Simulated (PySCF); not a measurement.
An element was calculated at PBE0 (PySCF 2.14, ECP, a double-zeta basis, no spin-orbit coupling), in the ground configurations that NIST lists.

```
electron affinity          : 1.150 eV
first ionisation energy    : 7.707 eV
second ionisation energy   : 21.533 eV
third ionisation energy    : 34.707 eV
polarisability of the atom : 50.5 bohr³
```

**Question.** Which element is it?

**Answer.** Silver (Ag, Z = 47), in aug-cc-pwCVDZ-PP with ECP28MDF. NIST lists 7.576, 21.484, 34.8 ± 0.3 eV for these ionisation energies.
